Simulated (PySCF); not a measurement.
H₆SSi₂.

```xyz
9

Si    -1.6407     0.0000     0.4150
S      0.0000     0.0000    -0.9981
Si     1.6407     0.0000     0.4150
H     -1.6075     1.2249     1.2882
H     -2.8932    -0.0069    -0.4108
H     -1.5996    -1.2184     1.2970
H      1.5996     1.2184     1.2970
H      2.8932     0.0069    -0.4108
H      1.6075    -1.2249     1.2882
```

Geometry optimised at PBE-D3(BJ)/def2-SVP.

These are PySCF with HF/pcSseg-1 values and carry that method's errors. Non-relativistic, no solvent.

Computed absolute GIAO shielding of each atom: isotropic value and principal components (ppm):
```csv
atom,σ(iso),σ11,σ22,σ33,span
Si1,439.3,403.0,427.6,487.3,84.3
S2,880.6,850.7,881.6,909.4,58.7
Si3,439.3,403.0,427.6,487.3,84.3
H4,27.3,23.6,25.4,32.9,9.3
H5,27.1,23.2,24.8,33.3,10.0
H6,27.3,23.6,25.4,32.9,9.3
H7,27.3,23.6,25.4,32.9,9.3
H8,27.1,23.2,24.8,33.3,10.0
H9,27.3,23.6,25.4,32.9,9.3
```
